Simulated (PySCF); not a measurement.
**[Hf(OH)3(H2O)]+: one run**

[Hf(OH)3(H2O)]+ (singlet). PySCF 2.14.0, RKS BLYP, Hf def2-SVP with ECP60, O def2-SVP, H def2-SVP; non-relativistic Hamiltonian with scalar-relativistic core potentials where named; density fitting; no spin-orbit coupling. Purpose: level BLYP.

```python
mol = gto.M(atom='''
Hf     0.00198    -0.10558     0.04310
O      1.10526     1.10840     0.99371
H      1.72416     1.53668     1.59036
O     -1.23040    -1.04526     1.12985
H     -1.70847    -1.61605     1.73606
O      0.93413    -1.24960    -1.14300
H      1.48736    -1.89818    -1.58575
O     -1.17391     1.28275    -1.22656
H     -1.13528     2.25140    -1.16886
H     -1.80400     1.05973    -1.93058''',
    basis={'Hf': 'def2-SVP', 'O': 'def2-SVP', 'H': 'def2-SVP'},
    ecp={'Hf': 'def2-SVP'},
    charge=1, spin=0)
mf = dft.RKS(mol, xc='BLYP')
mf.grids.atom_grid = (75, 302)
mf = mf.density_fit()  # fitting sets: Hf def2-universal-JKFIT, O def2-universal-JKFIT, H def2-universal-JKFIT
mf.conv_tol = 1e-08; mf.max_cycle = 55
mf.kernel(dm0)  # dm0: converged density of the relaxed state
mf.nuc_grad_method().kernel()
```

Run from Python with OMP_NUM_THREADS=2; the lines above give its settings. Where DIIS fails, smearing, a level shift and second-order steps follow.
It took 5.7 s on 2 threads of Arm Neoverse V2, with other jobs on the host, from an already converged density.

Problem. Where do the frontier levels lie, over both spins?

Solution. HOMO -11.45 eV, LUMO -6.12 eV. 

Problem. What does the SCF print?

Solution. 
```
init E= -351.612432246579
cycle= 1 E= -351.617548689997  delta_E= -0.00512  |g|= 0.0911  |ddm|= 0.347
cycle= 2 E= -351.608565995064  delta_E= 0.00898  |g|= 0.216  |ddm|= 0.281
cycle= 3 E= -351.619698090456  delta_E= -0.0111  |g|= 0.03  |ddm|= 0.172
cycle= 4 E= -351.619887918501  delta_E= -0.00019  |g|= 0.0039  |ddm|= 0.031
...
cycle= 7 E= -351.619891014846  delta_E= -6.41e-08  |g|= 0.000132  |ddm|= 0.00042
cycle= 8 E= -351.619891018074  delta_E= -3.23e-09  |g|= 2.08e-05  |ddm|= 8.85e-05
Extra cycle  E= -351.61989101781  delta_E= 2.64e-10  |g|= 4.22e-05  |ddm|= 3.95e-05
converged SCF energy = -351.61989101781
```

Problem. What are the Mulliken charges and spins?

Solution. 
| atom | charge (e) | spin (e) |
| --- | --- | --- |
| Hf1 | 1.059 | 0.000 |
| O2 | -0.332 | 0.000 |
| H3 | 0.216 | 0.000 |
| O4 | -0.329 | 0.000 |
| H5 | 0.214 | 0.000 |
| O6 | -0.329 | 0.000 |
| H7 | 0.215 | 0.000 |
| O8 | -0.227 | 0.000 |
| H9 | 0.258 | 0.000 |
| H10 | 0.255 | 0.000 |

Problem. What forces act on the atoms (eV/Å)?

Solution. 
```
Hf  -0.23  0.22 -0.24
O    0.04  0.19  0.02
H    0.41  0.28  0.38
O   -0.17 -0.03  0.06
H   -0.31 -0.36  0.39
O    0.05 -0.07 -0.19
H    0.34 -0.40 -0.28
O    0.23 -0.27  0.24
H    0.01  0.57  0.02
H   -0.38 -0.13 -0.42
```
Forces carry noise of the integration grid, about 0.01 to 0.03 eV/Å.

The geometry was relaxed with PBE0 (Hf def2-SVP with ECP60, O def2-SVP, H def2-SVP).
